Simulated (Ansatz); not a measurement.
K₄H₄, relaxed as a singlet with RKS r2SCAN-D4/def2-SVP in Ansatz, starting from the GFN1-xTB geometry. Force threshold 0.02 eV/Å.

Another isomer (singlet) lies 0.84 eV lower at PBE0-D4/def2-TZVP; other spin states weren't run for this one.

Start:

```xyz
8

K    -1.666   -2.365   -1.235
K     1.242   -0.930    0.864
K     1.769    2.594    1.455
K    -0.893    1.371   -0.679
H    -0.192    1.111    1.854
H     0.211   -2.817    0.083
H    -2.242   -0.158   -1.730
H     1.771    1.194   -0.613
```

```json
{"step": "1", "energy (eV)": "-65350.2926", "largest force component (eV/Å)": "0.527", "SCF passes": "13"}
{"step": "2", "energy (eV)": "-65350.4818", "largest force component (eV/Å)": "0.124", "SCF passes": "15"}
{"step": "3", "energy (eV)": "-65350.5412", "largest force component (eV/Å)": "0.075", "SCF passes": "15"}
{"step": "4", "energy (eV)": "-65350.5420", "largest force component (eV/Å)": "0.157", "SCF passes": "16"}
{"step": "5", "energy (eV)": "-65350.5517", "largest force component (eV/Å)": "0.016", "SCF passes": "16"}
```

Force components are those of the run's own axes.

End:

Cartesian coordinates in Å:
```
K -1.894 -2.702 -1.423
K 1.265 -0.934 0.894
K 1.901 2.796 1.554
K -0.895 1.412 -0.689
H -0.042 1.289 1.947
H 0.107 -2.947 0.007
H -2.326 -0.296 -1.791
H 1.884 1.383 -0.500
```

By distances, no bond broke or formed. The bond that changes most is K2–H6, from 2.29 to 2.49 Å (atoms count from 1).

No frequencies were taken in this run, so the end may be a saddle point.

It took 14 s on 4 threads of Arm Neoverse V2 on a shared host.
